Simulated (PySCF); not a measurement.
C₄H₇ClSi, SMILES [SiH3][C@@H]1C=C(Cl)C1.

Coordinates come from a B3LYP-D3(BJ)/def2-SVP optimisation. The structure was generated by enumeration; whether it is a known compound was not checked.

Level of theory: B3LYP-D3(BJ)/def2-SVP in PySCF.

Frequencies are harmonic and unscaled.

Computed normal modes with their intensities:
```csv
mode,ν (cm⁻¹),IR (km/mol),moving atoms (share of kinetic energy)
1,86,0.2,"C 30 %, Si 29 %, Cl 26 %, H 15 %"
2,138,0.2,"H 83 %, C 10 %"
3,195,0.4,"C 47 %, H 41 %, Si 9 %"
4,295,4.9,"C 49 %, Si 24 %, H 16 %, Cl 11 %"
5,320,1.0,"C 63 %, H 23 %, Cl 14 %"
6,408,5.1,"C 49 %, H 42 %"
7,468,17.6,"Cl 35 %, H 32 %, C 27 %"
8,579,1.0,"H 38 %, C 33 %, Si 15 %, Cl 14 %"
9,643,31.4,"H 77 %, Si 12 %, C 10 %"
10,705,32.1,"H 58 %, C 31 %, Si 11 %"
11,855,13.0,"H 66 %, C 33 %"
12,905,58.5,"C 88 %, H 10 %"
13,913,23.4,"C 57 %, H 42 %"
14,929,256.9,"H 85 %, Si 10 %"
15,947,39.6,"H 67 %, C 31 %"
16,951,42.7,H 94 %
17,959,17.3,"H 81 %, C 18 %"
18,986,14.0,"H 58 %, C 41 %"
19,1073,1.0,"H 84 %, C 16 %"
20,1142,28.7,"C 61 %, H 37 %"
21,1161,4.6,"H 75 %, C 25 %"
22,1181,0.7,"H 72 %, C 28 %"
23,1220,31.0,"C 51 %, H 48 %"
24,1265,25.5,"C 61 %, H 38 %"
25,1448,2.6,"H 88 %, C 12 %"
26,1660,60.3,C 94 %
27,2213,113.9,H 98 %
28,2218,111.2,H 97 %
29,2223,99.8,H 96 %
30,3035,16.7,H 92 %
31,3049,18.2,H 95 %
32,3109,11.3,"H 90 %, C 10 %"
33,3221,4.0,"H 91 %, C 9 %"
```
